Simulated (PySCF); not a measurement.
Species: C8H7FS.
Numbering: `[CH2:1]=[CH:2][c:3]1[cH:4][cH:5][c:6]([SH:7])[c:8]([F:9])[cH:10]1` (hydrogens: H11, H12 on C1; H13 on C2; H14 on C4; H15 on C5; H16 on S7; H17 on C10)

The geometry is computed with GFN2-xTB (gas phase).

Question: What internal coordinates does the optimisation give?

Answer: 
```tsv
bond	length (pm)	order
C1=C2	132.8	double
C2–C3	145.6	single
C3–C4	139.8	aromatic
C4–C5	137.8	aromatic
C5–C6	139.2	aromatic
C6–S7	176.2	single
C6–C8	139.2	aromatic
C8–F9	135.6	single
C8–C10	137.6	aromatic
C3–C10	139.6	aromatic
C1–H11	107.6	single
C1–H12	107.6	single
C2–H13	108.3	single
C4–H14	108.0	single
C5–H15	107.9	single
S7–H16	133.1	single
C10–H17	107.8	single
```

Orders are formal, as drawn. A selection of angles:
```tsv
angle	degrees
C1–C2–C3	126.8
C2–C3–C4	119.3
C2–C3–C10	122.9
C4–C3–C10	117.9
C3–C4–C5	121.5
C4–C5–C6	120.6
C5–C6–S7	119.5
C5–C6–C8	117.6
S7–C6–C8	122.8
C6–C8–F9	119.4
C6–C8–C10	122.2
F9–C8–C10	118.5
C3–C10–C8	120.2
H16–S7–C6	95.8
```

Torsions: C1–C2–C3–C4 -178° (antiperiplanar); H16–S7–C6–C5 180° (antiperiplanar).

The 10 heavy atoms lie in one plane (0.007 Å rms). Of the pairs four or more bonds apart, F9···H16 is among the closest relative to their van der Waals radii: 2.27 Å, 85 % of the sum of Bondi's values. The C–C distances run from 1.328 Å (C1=C2, drawn double) to 1.456 Å (C2–C3, drawn single), a spread of 0.128 Å. S7 (thiol sulfur) is bent (angle 95.8°). The 6-membered ring C3–C4–C5–C6–C8–C10 has internal angles of 117.6° to 122.2° (sum 720°, against 720° for a flat polygon); it is planar, 0.00 Å rms from its mean plane, widest ring torsion 0°.

No frequency check. The numbers are those of one conformer (C1–C2–C3–C4 -178°, C5–C6–S7–H 180°).
